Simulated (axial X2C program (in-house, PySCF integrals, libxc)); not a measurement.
## GeI⁻: cheaper levels and CCSD(T), two-component

Calculated with an in-house relativistic program for diatomic molecules. Two-component (2c) means X2C with spin–orbit coupling and atomic mean-field two-electron Coulomb and Gaunt terms. Basis: I dyall-acv3z [12s13p9d5f1g], Ge dyall-acv3z [10s10p8d5f1g] (cores contracted in-house); Gaussian nuclei, density fitting, unrestricted open shells. Masses: I 126.904 u, Ge 73.921 u.

State: Ω = 1 (⟨Sz⟩ = 1.00, ⟨Lz⟩ = 0.00 at HF); fragments I- + Ge.

```json
{"level": "PBE0", "Re (Å)": "2.738", "ωe (cm⁻¹)": "163.7"}
{"level": "HF", "Re (Å)": "2.871", "ωe (cm⁻¹)": "130.2"}
{"level": "MP2", "Re (Å)": "2.763", "ωe (cm⁻¹)": "161.0"}
{"level": "CCSD", "Re (Å)": "2.784", "ωe (cm⁻¹)": "154.6"}
{"level": "BHandHLYP", "Re (Å)": "2.781", "ωe (cm⁻¹)": "151.3"}
```

Correlated methods: 12 electrons correlated (number of frozen shells: I 4 s, 3 p, 2 d; Ge 3 s, 2 p, 1 d), 346 virtual spin orbitals or spinors in MP2, 90 natural virtuals in coupled cluster.

CCSD(T), same Hamiltonian and basis:

Re = 2.778 Å, ωe = 157.3 cm⁻¹; T1 = 0.014 (Lee–Taylor normalisation).

Question: Give the differences from CCSD(T) in the columns below.

Answer: 

| level | ΔRe (Å) | Δωe (cm⁻¹) |
| --- | --- | --- |
| PBE0 | -0.040 | 6.4 |
| HF | 0.093 | -27.1 |
| MP2 | -0.015 | 3.7 |
| CCSD | 0.006 | -2.7 |
| BHandHLYP | 0.003 | -6.0 |

Occupations by symmetry block were frozen at the best pattern of an incomplete PBE0 search. De is not given where an atomic determinant may have missed its ground term or J level, or where the truncated virtual space spoils (T). Density functionals use the spin component along the axis (collinear). Coupled cluster ran in a truncated set of natural virtual spinors; the MP2 energy of the rest was added. (T) has no such correction and the atoms are truncated less, which lowers De at CCSD(T) by a hundredth of an eV or more. Other states lie close and PBE0, whose exact exchange favours high spin, may order them wrongly; the determinant shown need not be the ground state. The nearest other 2c determinant of the search, Ω = 0, lies 0.60 eV up at the distance of the search. The functionals have no current-density term, which raises determinants with orbital currents, atoms included. With several unpaired electrons one determinant need not be a pure state. Open-shell Ω = 0 determinants with evenly filled partner blocks cannot be reached by this program, so the Ω shown need not be the lowest component. This is the Ω = 1 component of a π² triplet; the 0⁺ component is not one determinant and can lie lowest. The highest occupied level of some functionals is positive through self-interaction error; at Hartree–Fock it is bound. With the outer-core shells frozen, correlated bond lengths of heavy atoms tend to come out a few hundredths of an ångström too long.
